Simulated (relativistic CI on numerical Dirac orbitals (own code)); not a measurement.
# Gd XVIII: sensitivity of the levels to the model

Base calculation: Dirac-Coulomb-Breit CI, KLI orbitals optimised for each configuration, QED by a radiative potential, unscaled Slater integrals.

Configuration list (outside the closed core [Ar] 3d10 4s2): 4p6 4d10 4f, 4p6 4d10 5s, 4p6 4d10 5p, 4p6 4d9 4f2, 4p6 4d10 5d, 4p6 4d9 5s2, 4p6 4d10 5f, 4p6 4d10 6s, 4p6 4d9 4f 5s, 4p6 4d9 5s 5p, 4p5 4d10 4f2, 4p6 4d10 6p, 4p6 4d9 5p2, 4p6 4d10 5g, 4p6 4d9 4f 5p, 4p6 4d9 5s 5d. Levels of other configurations are missing.

Variants: (1) configuration mixing switched off. Shifts of the energy above 4p6 4d10 4f 2F°_5/2, in cm⁻¹, for the lowest level and the first level of each name with at least 55 % of one term (blank where a level changes its place among those of its configuration and J or its character, or is not in the variant):

```
              Level     Base    Δ(1)
4p6 4d10 4f 2F°_5/2        0       0
4p6 4d10 4f 2F°_7/2     8690      -9
 4p6 4d10 5s 2S_1/2   190000  +11314
4p6 4d10 5p 2P°_1/2   427606   +4749
4p6 4d10 5p 2P°_3/2   509013   +4685
 4p6 4d10 5d 2D_3/2   880223   +5868
 4p6 4d10 5d 2D_5/2   896151   +5506
 4p6 4d9 4f2 4F_3/2  1111344   -1305
 4p6 4d9 4f2 4F_5/2  1114103   -1302
 4p6 4d9 4f2 4F_7/2  1119385   -1302
 4p6 4d9 4f2 4F_9/2  1127423   -1303
 4p6 4d9 4f2 4D_5/2  1143410   -1297
4p6 4d9 4f2 4K_15/2  1146161   -1315
4p6 4d9 4f2 4K_17/2  1146464   -1315
4p6 4d9 4f2 4K_13/2  1147411   -1315
 4p6 4d9 4f2 4D_3/2  1148284   -1306
4p6 4d9 4f2 4G_11/2  1149117   -1314
 4p6 4d9 4f2 4D_1/2  1153612   -1307
 4p6 4d9 4f2 2F_7/2  1155898   -1280
4p6 4d9 4f2 4H_13/2  1156441   -1313
 4p6 4d9 4f2 2D_3/2  1168726   -1333
4p6 4d9 4f2 4I_15/2  1175644   -1313
```

At this charge transitions that keep the count of f electrons are usually good to a few per cent. Terms inside the open d or f shell come out 10 to 20 % too wide with unscaled integrals. Levels that differ in their count of f electrons can be misplaced by several ten thousand cm⁻¹, since the correlation energy of f electrons is missing or only estimated; rates across such gaps can be off by orders of magnitude.

Ionisation energy from one configuration of each of the two ions, the ground ones as tabulated or assumed: base 382.578 eV. The NIST ASD value (theoretical) is 384.4 ± 2.5 eV.

LS names give the leading component of a level, which can be under half, so a name can repeat, a term be missing and a line seem to break the LS rules.
